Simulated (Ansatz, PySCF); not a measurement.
Noncovalent pair: H2O (SMILES O) (first 3 atoms) with PH3 (SMILES P); geometry from B3LYP-D3(BJ)/def2-TZVP, rigid monomers moved along the line of their centres of mass till H2···P4 is 2.32 Å.
(charge 0, multiplicity 1):
```xyz
7

O      0.2632    -0.0779    -0.5425
H      0.1242     0.0001     0.4118
H      1.1449     0.2748    -0.6984
P     -0.4053     0.1270     2.6716
H      0.2304    -0.5901     3.7141
H     -0.5328     1.3223     3.4200
H     -1.7028    -0.3421     2.9880
```

Quantity: the interaction energy.

Counterpoise-corrected where a basis set is named; no monomer relaxation.

Frozen-core correlation. CBS: X⁻³ extrapolation of the correlation energy, Hartree–Fock from the larger set.

Run with Ansatz (an electronic-structure program) with Gaussian orbitals; PySCF for the dispersion terms. 

Costs are ratios of core time to PBE/def2-TZVPPD (roughly 3 s), for whole runs (searches for the state included, and forces where a run took them) on one shared machine, so rough; each difference counts from -7.4 kJ/mol (CCSD(T)/CBS(aug-cc-pV(D+d)Z, aug-cc-pV(T+d)Z), a level with limits of its own).

A star marks coupled-cluster runs past 200 virtual orbitals, where the program's memory plan changes under this machine's limit, so their costs aren't comparable with smaller runs.

```csv
level,basis functions,cost,difference (kJ/mol)
PBE/def2-TZVPPD,173,×1,-2.7
PBE-D3(BJ)/def2-TZVPPD,173,×1,-5.4
B3LYP/def2-TZVPPD,173,×1,2.2
B3LYP-D3(BJ)/def2-TZVPPD,173,×1,-2.5
PBE0/def2-TZVPPD,173,×1,-1.4
PBE0-D3(BJ)/def2-TZVPPD,173,×1,-3.9
r2SCAN/def2-TZVPPD,173,×2,-0.8
r2SCAN-D3(BJ)/def2-TZVPPD,173,×2,-1.8
wB97X-V/def2-TZVPPD,173,×3,-0.8
wB97M-V/def2-TZVPPD,173,×3,0.5
CCSD(T)/aug-cc-pV(D+d)Z,100,×4,4.4
CCSD(T)/aug-cc-pV(T+d)Z,216,×40*,1.2
```

With a budget of 10 times the cost of PBE/def2-TZVPPD, the closest level: wB97M-V/def2-TZVPPD, at 0.5 kJ/mol; next is wB97X-V/def2-TZVPPD at -0.8 kJ/mol.
